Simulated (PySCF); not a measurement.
Computed with PySCF with PBE0-D3(BJ)/def2-TZVP. Isolated molecules, 0 K electronic values unless said otherwise. One relaxed conformer stands for a flexible species; it need not be the lowest. 

Reference species (SMILES): `CB[SiH3]` (neutral, multiplicity 1).

```json
{
  "LUMO": "-1.82 eV"
}
```

Changed species: `B[SiH2]C`.

Task: Give the shifts of the LUMO.

Result: the LUMO falls by 0.48 eV, to -2.30 eV.
